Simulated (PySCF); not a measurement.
SMILES [c]1ccccn1 (C5H4N), doublet at its PBE0/def2-SVP optimised geometry (Å):

```
10

C     -1.8781    -0.0703     0.0000
N     -1.2550    -1.1919     0.0000
C      0.0854    -1.1919     0.0000
C      0.7995     0.0023     0.0000
C      0.0939     1.2108     0.0001
C     -1.3010     1.1951     0.0002
H      0.5918    -2.1628     0.0000
H      1.8914    -0.0105    -0.0001
H      0.6332     2.1628     0.0001
H     -1.8914     2.1136     0.0003
```

Calculation: unrestricted PBE0/def2-TZVP run with PySCF 2.14.0.

Map of the electrostatic potential (hartree/e), clipped to [-0.08, 0.12] on the plane z = 0.8 Å:

```
|-----------------------------|
|------------========---------|
|-------===============-------|
|-----==================------|
|-----===========++=====------|
|----===+++=====++++=====-----|
|----==+***+===+*#*++====-----|
|-----=+*##*+++*#%#++=====----|
|-----=+*%%@%#%@@%#+======----|
|:-----=*@@@@@@@@@#+=======---|
|::::--=*@@@@@@@@@#+=======---|
|:::::-=*@@@@@@@@@%*+=======--|
|:::::-=#@@@@%@@@@@%*+++====--|
|:::::-*@@@@%*#%@@@@%#*++===--|
|:::.:-%@@@@#**%@@@@@##++===--|
|::..:-#@@@@%##@@@@@%#*++===--|
|::...:+@@@@@@@@@@@#*+++====--|
|::...:-=#@@@@@@@@#++======---|
|:......:+@@@@@@@@#+=======---|
|::.... .:*@@@@@@@*+======----|
|::...    .-=+#@@%*+=====-----|
|::...     .:-=*##*+====------|
|::....     .:-=+**+===-------|
|:::....   ..:-==++====-------|
|::::.......::--======--------|
|:::::.....:::----==----------|
|:::::::::::::----------------|
|:::::::::::::----------------|
|:::::::::::::----------------|
```
Scale: ten equal steps from -0.057 (start of ' ') to 0.120 (end of '@'), in the order ' .:-=+*#%@'; x runs from -4.50 to 4.50, y from -4.50 (bottom) to 4.50 (top).
